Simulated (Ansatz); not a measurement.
Consider the substitution at a C–B bond: `CB(O)OCF` + `OB(S)S` → `COB(S)S` + `OBOCF`.

Isolated molecules relaxed with PBE0-D4/def2-TZVP in Ansatz; ΔE leaves out vibrations. CCSD(T)/CBS adds triple-zeta CCSD(T) − MP2 to the extrapolated MP2 energy (def2 sets, frozen cores). This one scheme is used for every species. Functionals use def2-TZVPP. B3LYP here is the variant with VWN-RPA as its local correlation; programs differ in this. One conformer a species, not always the lowest.

`CB(O)OCF`:

Cartesian coordinates in Å:
```
C -0.105 0.661 -1.312
B -0.672 -0.435 -0.348
O -1.766 -1.156 -0.702
O -0.113 -0.750 0.878
C 0.948 -0.045 1.394
F 0.502 1.120 1.971
H -0.747 0.785 -2.184
H -0.010 1.627 -0.810
H 0.895 0.394 -1.670
H -2.016 -1.790 -0.023
H 1.411 -0.645 2.179
H 1.673 0.234 0.623
```

`OB(S)S`:

Z-matrix (Å, degrees):
```
B
S 1 1.821
S 1 1.810 2 120.2
O 1 1.357 2 120.4 3 -180.0
H 2 1.341 1 97.0 3 0.0
H 3 1.343 1 95.3 2 -180.0
H 4 0.960 1 114.7 2 -0.0
```

`COB(S)S`:

```xyz
10

C     1.279   -0.029    1.008
O     0.034   -0.560    0.592
B    -0.650   -0.046   -0.451
S     0.006    1.375   -1.386
S    -2.239   -0.782   -0.924
H     1.175    1.017    1.311
H     1.618   -0.616    1.860
H     2.020   -0.098    0.207
H    -1.014    1.460   -2.253
H    -2.227   -1.722    0.036
```

`OBOCF`:

Z-matrix (Å, degrees):
```
C
F 1 1.369
O 1 1.380 2 109.5
H 1 1.092 2 107.8 3 117.9
H 1 1.095 2 107.6 3 -121.4
B 3 1.370 1 120.6 2 -92.0
O 6 1.348 3 119.3 1 175.3
H 6 1.196 3 121.3 1 -5.8
H 7 0.963 6 112.8 3 -1.9
```

CCSD(T)/CBS gives +1.00 eV.

Question: Another level gave +0.93 eV. Which?
A. B3LYP-D4/def2-TZVPP
B. r2SCAN/def2-TZVPP
C. PBE-D4/def2-TZVPP
D. HF/def2-TZVPP

Answer: A. B3LYP-D4 0.93, r2SCAN 1.03, PBE-D4 0.99, HF/def2-TZVPP 0.89 eV.

Largest T1 diagnostic among the species: 0.013.

In def2-TZVPP, CCSD(T) changes the Hartree–Fock value by +0.09 eV (the triples alone add −0.00 eV) and MP2 by +0.13 eV.
